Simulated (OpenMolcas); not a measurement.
## How basis sets differ on GaH3 (SMILES [GaH3])

GaH3 has 4 atoms, charge 0, and is taken as a singlet. As SMILES, `[GaH3]`. The shape is that of a PBE0-D4/def2-TZVP optimisation.

Quantity: the HOMO–LUMO gap, in eV. The values are calculated.

```
         level          kind     program  value (eV)  CPU time
     HF/STO-3G  Hartree–Fock  OpenMolcas       11.48     3.6 s
      HF/3-21G  Hartree–Fock  OpenMolcas       12.35     1.6 s
   HF/def2-SVP  Hartree–Fock  OpenMolcas       12.62     2.1 s
HF/def2-TZVPPD  Hartree–Fock  OpenMolcas       12.59      17 s
```

All-electron rows without a relativistic Hamiltonian named are non-relativistic. The values span 11.48 to 12.62 eV. A Hartree–Fock LUMO above zero doesn't converge with the basis: it sinks as sets grow more diffuse. Orbital gaps aren't excitation energies. Times are those of the runs behind each value, whatever else they computed, on shared processors of several kinds: orders of magnitude only.
